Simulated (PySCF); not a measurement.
## Working out the ionisation energy of Co⁺

Co⁺ [Ar] 3d8 (3F) → Co²⁺ [Ar] 3d7 (4F). Calculation: PySCF 2.14, in aug-cc-pVDZ-DK; the spin-free X2C one-electron Hamiltonian (Gaussian nucleus). Frozen: [Ar]. Energies in hartree (1 hartree = 27.21139 eV):

```
             part   Co⁺ (lower)  Co²⁺ (upper)
              UHF  -1391.575160  -1391.051544
MP2 opposite-spin     -0.150436     -0.084652
    MP2 same-spin     -0.094932     -0.067567
```

Task: What does Hartree-Fock give?

Result: (-1391.051544) − (-1391.575160) = 0.523616 hartree = 14.248 eV.

Task: What do MP2 and SCS-MP2 (6/5 opposite-spin, 1/3 same-spin) give?

Result: The opposite-spin parts differ by 1.790 eV and the same-spin parts by 0.745 eV. MP2: 14.248 + (1.790) + (0.745) = 16.783 eV. SCS-MP2: 14.248 + 1.2 × (1.790) + (0.745)/3 = 16.644 eV.

Reference: 17.084 eV (measured; NIST Atomic Spectra Database, ionization energies), between the lowest levels; spin-orbit coupling is absent from the calculation.

A double-zeta basis recovers only part of the correlation energy.

What remains against the reference includes basis incompleteness, the frozen core and correlation beyond second order.
